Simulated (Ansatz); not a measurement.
Ansatz (a first-principles code) input (RI-MP2/def2-QZVPPD):
A basis named .json is the Basis Set Exchange file of that set.

Ansatz 0.2 input:
```yaml
crystal:
  periodic: [false, false, false]
  atoms:
    - {symbol: Cu, position_ang: [-0.00000000, -0.00000000, -1.14569503]}
    - {symbol: Cu, position_ang: [0.00000000, 0.00000000, 1.14569503]}
basis:
  gaussian:
    orbitals: def2-QZVPPD.json
    fitting: {mean_field: def2-universal-jkfit, correlation: def2-QZVPPD-RIFIT.json}
total_charge: -1
magnetization: {spin_polarized: true, initial_magnetization: 1}
correlation: {method: mp2, electrons: outside_noble_gas}
```

Output:

```
Functional definition: HF
integrals: 0.21 GiB planned
528 factors; integrals over basis functions are off by at most 8.6e-1 eV
632 factors; integrals over basis functions are off by at most 6.4e-1 eV
mean field: 0.75 GiB planned
mean field evaluation 1: about -89196.6097 eV, gradient 1.2e1 eV
mean field evaluation 2: about -89197.1557 eV, gradient 8.5e0 eV
mean field evaluation 4: about -89197.3572 eV, gradient 1.3e0 eV
mean field evaluation 8: about -89197.4247 eV, gradient 1.1e-2 eV
mean field evaluation 16: about -89197.3974 eV, gradient 5.4e-1 eV
mean field evaluation 32: about -89196.3570 eV, gradient 2.7e-4 eV
mean field -89197.42466926 eV, -3277.9448964092 hartree, gradient 3.0e-6 eV, S^2 0.934598; 7 other end points of the search recorded, 0 dependent functions left out
18 core orbitals not correlated
reference -89197.42466926 eV, -3277.9448964092 hartree; 12, 11 occupied and 170, 171 virtual orbitals, 632 factors
second order -29.51186925 eV of doubles, -0.00000000 eV of singles
Total energy: -89226.93653851 eV, -3279.0294376004 hartree
```

This state (charge -1, doublet) is run at the relaxed geometry of the species with charge 0 and multiplicity 1.

The determinant is spin-contaminated: <S^2> is 0.93 against 0.75 for a pure state.
